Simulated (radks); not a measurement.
Task: Excited configurations of Cs3+: one electron is placed in a higher orbital outside [Kr] 4d10 5s2 5p3. The ground configuration is [Kr] 4d10 5s2 5p4. All-electron calculation, scalar-relativistic Kohn-Sham, PBEsol, spin-unpolarised, spherical densities, point nucleus. Program: a radial shooting solver on a logarithmic mesh with Libxc functionals. Excitation = E - E(ground); binding = E(ion) - E, where the ion is the core of charge +4; n* = 4/sqrt(2 binding) in atomic units, and the quantum defect is n - n*.

outer orbital  excitation (eV)  binding (eV)     n*  quantum defect  eigenvalue (eV)  <r> (bohr)
4f                      21.369        23.856  3.021           0.979          -17.401       1.672
5d                      18.537        26.688  2.856           2.144          -22.440       2.557
5f                      32.182        13.043  4.085           0.915          -11.023       4.741
6s                      21.455        23.770  3.026           2.974          -20.982       3.550
7s                      31.734        13.491  4.017           2.983          -12.035       6.215
7p                      33.566        11.659  4.321           2.679          -10.359       6.968
7d                      36.242         8.983  4.923           2.077           -7.945       8.615
7f                      39.068         6.157  5.946           1.054           -5.443       12.04

Estimate the row for 6f.

Result: excitation (eV) 36.520; binding (eV) 8.705; n* 5.001; quantum defect 0.999; eigenvalue (eV) -7.556; <r> (bohr) 8.019. The Delta-SCF ionisation energy is 45.225 eV (NIST Atomic Spectra Database: 43 eV, theoretical). Self-interaction in the functional shifts the binding energies and quantum defects, so they are the method's values and not measured ones. Spin polarisation and multiplet splitting are left out, so open shells lie too high by an amount that depends on their filling. Spin-orbit splitting is averaged out at the scalar-relativistic level.

Beside tabulated values, note that spin-unpolarised runs miss the spin-polarisation part of the exchange energy of open shells.
